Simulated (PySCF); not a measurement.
**Name the molecule from its bond curve**

A diatomic of charge -1 contains C. Its quartet curve at B3LYP in a double-zeta basis (spin-free X2C with a Gaussian nucleus, PySCF), in eV from the separated fragments:

(R (Å), E (eV)): (1.462, -1.864), (1.530, -2.183), (1.598, -2.359), (1.649, -2.422), (1.700, -2.440), (1.751, -2.423), (1.819, -2.363), (1.904, -2.246), (2.006, -2.075), (2.142, -1.831)

The fit gives ωe = 835 cm⁻¹ and the rotational constant Bₑ = 1.135 cm⁻¹.

Q: Which atom is the partner?

A: The minimum lies at 1.699 Å, so the reduced mass is 16.8576 u Å² cm⁻¹/(Bₑ·Re²) = 5.145 u. With C at 12.00 u the partner weighs about 9.0 u: Be. The molecule is BeC⁻.

The highest Kohn–Sham level is positive in this anion. Much of that is self-interaction error, but it also means that the finite basis helps to hold the extra electron. The state is the lowest determinant that a PBE0 search found; another state may lie lower at other levels.
